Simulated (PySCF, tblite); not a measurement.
What does the GFN2-xTB structure of `COC(=O)CCS(=O)(=O)O` look like in three dimensions?

```
atom  x, y, z in Å
C1     2.6636    1.1931   -0.5238
O2     1.5023    0.6462   -1.1390
C3     0.8781   -0.3306   -0.4950
O4     1.2509   -0.8152    0.5425
C5    -0.3478   -0.7960   -1.2634
C6    -1.4053   -1.2893   -0.3048
S7    -2.1632    0.1855    0.4164
O8    -2.9893   -0.1801    1.5250
O9    -2.7063    0.9818   -0.6305
O10   -0.8892    0.9784    0.9932
H11    3.2407    1.6643   -1.3156
H12    3.2411    0.4044   -0.0386
H13    2.3685    1.9338    0.2211
H14   -0.0316   -1.5877   -1.9481
H15   -0.7415    0.0374   -1.8460
H16   -2.2064   -1.8293   -0.7975
H17   -0.9871   -1.8748    0.5085
H18   -0.6864    0.6844    1.8839
```

Orientation and origin are arbitrary. Atoms count from 1 in this order. The O–S distances run from 1.423 Å (S7=O9, drawn double) to 1.608 Å (S7–O10, drawn single), a spread of 0.185 Å. O10 (hydroxyl oxygen) is bent (angle 110.4°). Of the pairs four or more bonds apart, C3···O10 is among the closest relative to their van der Waals radii: 2.66 Å, 82 % of the sum of Bondi's values. S7 (sulfonyl sulfur) is distorted tetrahedral (angles from 102.3° to 119.5°).

Bonds between heavy atoms (Å): C1–O2 1.423, O2–C3 1.326, C3=O4 1.204, C3–C5 1.520, C5–C6 1.510, C6–S7 1.808, S7=O8 1.430, S7=O9 1.423, S7–O10 1.608.

Computed geometry: GFN2-xTB, gas phase.

Point group: C1 (no symmetry element, even within 0.4 Å). Its GFN2-xTB frequencies are all real (lowest 27 cm⁻¹). One conformer, not necessarily the lowest (C1–O2–C3–O4 -3°, O2–C3–C5–C6 -149°, C3–C5–C6–S7 77°, C5–C6–S7–O8 -169°, C6–S7–O10–H -87°). 2 starts were optimised and ended at 0.00 and 2.53 kcal/mol (GFN2-xTB); the lowest of these is shown.
